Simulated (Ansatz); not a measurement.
Consider the redistribution: `N[SiH2]C[SiH2]N` + `N[Si](O)(O)O` → `N[SiH2][Si](N)(O)O` + `N[SiH2]CO`.

Program: Ansatz. Geometries: PBE0-D4/def2-TZVP. ΔE: electronic, gas phase. CBS: MP2 limit from def2 TZ/QZ plus the TZ coupled-cluster correction, frozen cores. DFT in def2-TZVPP. B3LYP here is the variant with VWN-RPA as its local correlation; programs differ in this. One conformer a species, not always the lowest.

| level | ΔE (kJ/mol) |
| --- | --- |
| PBE-D4 | 227.7 |
| B3LYP-D4 | 249.3 |

Question: What does CCSD(T)/CBS give? (An estimate is asked.)

Answer: Computed: +263.0 kJ/mol. The listed levels differ from it by -35.3, -13.7 kJ/mol.

Largest T1 diagnostic among the species: 0.012.

The D4 term adds +5.4 kJ/mol with B3LYP and +2.7 kJ/mol with PBE0; it sums over pairs of atoms, weighted by their polarisabilities, and B3LYP, whose exchange is more repulsive, gets the larger term. From PBE to PBE0 (25 % exact exchange), in def2-TZVPP and without D4, ΔE moves by +17.6 kJ/mol.
